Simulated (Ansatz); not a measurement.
`CCC(C)(C)CC(C)(C)C` was relaxed with PBE-D4 (def2-SVP) in Ansatz in these states: charge +1 doublet, neutral singlet. The geometries follow in no particular order.

A:

Cartesian coordinates in Å:
```
C 2.144 1.695 -0.128
C 1.751 0.309 -0.623
C 1.017 -0.631 0.322
C 0.964 -2.052 -0.213
C 1.739 -0.654 1.748
C -0.407 -0.119 0.846
C -1.492 0.217 -0.286
C -1.735 -0.893 -1.288
C -2.750 0.333 0.680
C -1.246 1.556 -0.956
H 1.302 2.252 0.329
H 2.956 1.639 0.626
H 2.529 2.307 -0.965
H 1.137 0.391 -1.558
H 2.654 -0.226 -0.999
H 0.592 -2.099 -1.257
H 1.987 -2.484 -0.249
H 0.340 -2.717 0.414
H 1.270 -1.398 2.417
H 2.783 -0.960 1.523
H 1.745 0.337 2.233
H -0.283 0.797 1.453
H -0.799 -0.916 1.503
H -1.888 -1.879 -0.810
H -2.640 -0.671 -1.894
H -0.910 -0.967 -2.030
H -3.001 -0.640 1.140
H -2.599 1.095 1.466
H -3.587 0.654 0.024
H -1.114 2.378 -0.226
H -0.359 1.537 -1.625
H -2.100 1.811 -1.618
```

B:

Cartesian coordinates in Å:
```
C -1.113 -2.470 0.241
C -1.584 -1.061 -0.129
C -1.040 0.109 0.732
C -1.801 1.390 0.327
C -1.363 -0.152 2.220
C 0.506 0.305 0.656
C 1.327 0.474 -0.661
C 0.731 1.505 -1.638
C 2.723 0.979 -0.230
C 1.529 -0.862 -1.404
H -0.009 -2.559 0.240
H -1.470 -2.774 1.246
H -1.501 -3.216 -0.481
H -1.353 -0.855 -1.196
H -2.695 -1.030 -0.065
H -1.777 1.577 -0.762
H -2.869 1.308 0.620
H -1.384 2.284 0.834
H -1.086 0.723 2.843
H -2.448 -0.337 2.364
H -0.813 -1.028 2.620
H 0.980 -0.538 1.208
H 0.718 1.201 1.282
H 0.539 2.478 -1.142
H 1.438 1.688 -2.474
H -0.220 1.155 -2.085
H 2.657 1.975 0.256
H 3.197 0.283 0.492
H 3.400 1.072 -1.104
H 1.989 -1.624 -0.742
H 0.583 -1.280 -1.797
H 2.209 -0.720 -2.270
```

**Question.** Judge from the bond lengths which geometry belongs to which state (an estimate).

**Answer.** A is the charge +1 doublet (C3–C5 1.598 Å, C7–C9 1.590 Å, C6–C7 1.603 Å); B is the neutral singlet (C3–C5 1.545 Å, C7–C9 1.545 Å, C6–C7 1.561 Å).
